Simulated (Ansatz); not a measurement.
## Ansatz (development build ahead of 0.2.0) run

```yaml
crystal:
  periodic: [false, false, false]
  atoms:
    - { symbol: O, position_ang: [0.0, 0.0, 0.0] }
basis:
  gaussian: { orbitals: cc-pVDZ }
magnetization:
  initial_magnetization: 2
hamiltonian:
  xc: hf
correlation:
  method: fci
  frozen_orbitals: { O: 1 }
```

The input is written out in the form of the current development build from the run's settings.

Results

```json
{
 "Converged": "yes",
 "Reference energy": "-74.78751 hartree",
 "Correlation energy": "-0.12255 hartree",
 "Total energy": "-74.91006 hartree",
 "State": "lowest triplet root, of any spatial symmetry",
 "Spin squared of the determinant": "2.000"
}
```
